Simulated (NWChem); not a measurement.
System: CH₅Cl₂NSi; SMILES NC[SiH](Cl)Cl

The following NWChem deck was run.

```
start job
memory heap 200 mb stack 900 mb global 1100 mb
geometry units angstroms noautosym nocenter noautoz
  N     -1.027751     2.507368    -0.024884
  C     -1.306262     1.103217    -0.364521
  Si    -0.110692    -0.133761     0.424826
  Cl     1.817006     0.283628    -0.239339
  Cl    -0.602580    -2.096886    -0.047151
  H     -1.074722     2.658713     0.981063
  H     -0.090920     2.771587    -0.323886
  H     -1.292518     0.992120    -1.455116
  H     -2.329387     0.858964    -0.050713
  H     -0.075335    -0.015568     1.900349
end
basis spherical
  N library def2-svp
  C library def2-svp
  Si library def2-svp
  Cl library def2-svp
  H library def2-svp
end
dft
  xc b3lyp
  iterations 150
  mulliken
end
task dft energy
esp
  recalculate
  probe 0.07
  range 0.3
  factor 1.0
  spacing 0.02
end
task esp
```

Excerpt of the output:

```
             Northwest Computational Chemistry Package (NWChem) 7.3.0
             --------------------------------------------------------

                             Geometry "geometry" -> ""
                             -------------------------

 Output coordinates in angstroms (scale by  1.889725989 to convert to a.u.)

  No.       Tag          Charge          X              Y              Z
 ---- ---------------- ---------- -------------- -------------- --------------
    1 N                    7.0000    -1.02775100     2.50736800    -0.02488400
    2 C                    6.0000    -1.30626200     1.10321700    -0.36452100
    3 Si                  14.0000    -0.11069200    -0.13376100     0.42482600
    4 Cl                  17.0000     1.81700600     0.28362800    -0.23933900
    5 Cl                  17.0000    -0.60258000    -2.09688600    -0.04715100
    6 H                    1.0000    -1.07472200     2.65871300     0.98106300
    7 H                    1.0000    -0.09092000     2.77158700    -0.32388600
    8 H                    1.0000    -1.29251800     0.99212000    -1.45511600
    9 H                    1.0000    -2.32938700     0.85896400    -0.05071300
   10 H                    1.0000    -0.07533500    -0.01556800     1.90034900

 Effective nuclear repulsion energy (a.u.)     352.0809183738

                                 NWChem DFT Module
                                 -----------------

 Summary of "ao basis" -> "ao basis" (spherical)
 ------------------------------------------------------------------------------
       Tag                 Description            Shells   Functions and Types
 ---------------- ------------------------------  ------  ---------------------
 N                          def2-svp                 6       14   3s2p1d
 C                          def2-svp                 6       14   3s2p1d
 Si                         def2-svp                 8       18   4s3p1d
 Cl                         def2-svp                 8       18   4s3p1d
 H                          def2-svp                 3        5   2s1p

            General Information
            -------------------
          SCF calculation type: DFT
          Wavefunction type:  closed shell.
          No. of atoms     :    10
          No. of electrons :    66
           Alpha electrons :    33
            Beta electrons :    33
          Charge           :     0
          Spin multiplicity:     1
          Use of symmetry is: off; symmetry adaption is: off
          Maximum number of iterations: 150
          AO basis - number of functions:   107
                     number of shells:    51
          Convergence on energy requested:  1.00D-06
          Convergence on density requested:  1.00D-05
          Convergence on gradient requested:  5.00D-04

              XC Information
              --------------
                         B3LYP Method XC Potential
                     Hartree-Fock (Exact) Exchange  0.200
                        Slater Exchange Functional  0.800 local
                    Becke 1988 Exchange Functional  0.720 non-local
              Lee-Yang-Parr Correlation Functional  0.810
                  VWN I RPA Correlation Functional  0.190 local

             Grid Information
             ----------------
          Grid used for XC integration:  medium
          Radial quadrature: Mura-Knowles
          Angular quadrature: Lebedev.
          Tag              B.-S. Rad. Rad. Pts. Rad. Cut. Ang. Pts.
          ---              ---------- --------- --------- ---------
          N                   0.65       49          11.0       434
          C                   0.70       49           9.0       434
          Si                  1.10       88           9.0       590
          Cl                  1.00       88          12.0       590
          H                   0.35       45          11.0       434
          Grid pruning is: on
          Number of quadrature shells:   587
          Spatial weights used:  Erf1

[...]

                     NWChem Electrostatic Potential Fit Module
                     -----------------------------------------

 Atom parameters

 Number of atoms is                                   10
 Number of basis functions is                        107

 Grid parameters

 Maximum number of grid points is                  41703
 Number of grid points is                          41702
 Grid range                                     0.300000 nm
 Grid spacing                                   0.020000 nm
 Probe radius                                   0.070000 nm
 Atom radius factor                             1.000000

 Atomic radii

    1    0.100000
    6    0.147000
    7    0.140000
   14    0.187000
   17    0.169000
 FASTESP  F
  using M.O. file = ./job.movecs

    Atom              Coordinates                           Charge

                                                  ESP

    1 N    -0.102775    0.250737   -0.002488   -0.785382
    2 C    -0.130626    0.110322   -0.036452    0.320112
    3 Si   -0.011069   -0.013376    0.042483    0.352810
    4 Cl    0.181701    0.028363   -0.023934   -0.187035
    5 Cl   -0.060258   -0.209689   -0.004715   -0.191388
    6 H    -0.107472    0.265871    0.098106    0.295903
    7 H    -0.009092    0.277159   -0.032389    0.294352
    8 H    -0.129252    0.099212   -0.145512   -0.014461
    9 H    -0.232939    0.085896   -0.005071   -0.016606
   10 H    -0.007534   -0.001557    0.190035   -0.068306
                                            ------------
                                               -0.000000

 Dipole moment                                  0.680431

 Quadrupole moment Qxx                         -0.431418
                   Qyy                         -9.944388
                   Qzz                         10.375806

 RMS deviation kJ/mol                           0.067728

 RRMS %                                        33.590675
```

Level: B3LYP/def2-SVP. Structure relaxed at the B3LYP/6-31G* (spherical d) level.
